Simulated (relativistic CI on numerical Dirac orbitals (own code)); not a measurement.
# d8 in a ligand field

Computed with a parametric ligand-field model of a d^n configuration (Racah B and C, spin-orbit zeta, crystal field), exact diagonalisation.

Field parameters in Wybourne normalisation: Td as Oh with Dq negative (B⁴₀ = 21Dq, B⁴₄ = √(5/14) B⁴₀). The field is a parameter set, without covalency.

Task: Ground term and bands for B = 940, C = 3630, ζ = 0 cm⁻¹, Td, 10Dq = -11940 cm⁻¹?

Result: Ground term 3T1 with 3.94 electrons in the two orbitals of the cubic e set. Spin-allowed: 3T2 10575 cm⁻¹ (946 nm), 3A2 22515 cm⁻¹ (444 nm), 3T1 23311 cm⁻¹ (429 nm). Lowest spin-forbidden: 1T2 13464 cm⁻¹ (743 nm), 1E 13902 cm⁻¹ (719 nm), 1T2 26247 cm⁻¹ (381 nm).

Task: Ground term and bands for B = 940, C = 3630, ζ = 0 cm⁻¹, Td, 10Dq = -8550 cm⁻¹?

Result: Ground term 3T1 with 3.92 electrons in the two orbitals of the cubic e set. Spin-allowed: 3T2 7430 cm⁻¹ (1346 nm), 3A2 15980 cm⁻¹ (626 nm), 3T1 20410 cm⁻¹ (490 nm). Lowest spin-forbidden: 1T2 13397 cm⁻¹ (746 nm), 1E 13969 cm⁻¹ (716 nm), 1T2 23413 cm⁻¹ (427 nm).

Task: Ground term and bands for B = 940, C = 3630, ζ = 0 cm⁻¹, Td, 10Dq = -1790 cm⁻¹?

Result: Ground term 3T1 with 3.84 electrons in the two orbitals of the cubic e set. Spin-allowed: 3T2 1466 cm⁻¹, 3A2 3256 cm⁻¹ (3072 nm), 3T1 15241 cm⁻¹ (656 nm). Lowest spin-forbidden: 1T2 12537 cm⁻¹ (798 nm), 1E 13202 cm⁻¹ (757 nm), 1T2 19105 cm⁻¹ (523 nm).

Task: Ground term and bands for B = 940, C = 3630, ζ = 0 cm⁻¹, Td, 10Dq = -2630 cm⁻¹?

Result: Ground term 3T1 with 3.85 electrons in the two orbitals of the cubic e set. Spin-allowed: 3T2 2174 cm⁻¹, 3A2 4804 cm⁻¹ (2081 nm), 3T1 15819 cm⁻¹ (632 nm). Lowest spin-forbidden: 1T2 12745 cm⁻¹ (785 nm), 1E 13517 cm⁻¹ (740 nm), 1T2 19473 cm⁻¹ (514 nm).

Task: Ground term and bands for B = 940, C = 3630, ζ = 0 cm⁻¹, Td, 10Dq = -7710 cm⁻¹?

Result: Ground term 3T1 with 3.91 electrons in the two orbitals of the cubic e set. Spin-allowed: 3T2 6663 cm⁻¹ (1501 nm), 3A2 14373 cm⁻¹ (696 nm), 3T1 19716 cm⁻¹ (507 nm). Lowest spin-forbidden: 1T2 13361 cm⁻¹ (748 nm), 1E 13974 cm⁻¹ (716 nm), 1T2 22755 cm⁻¹ (439 nm).
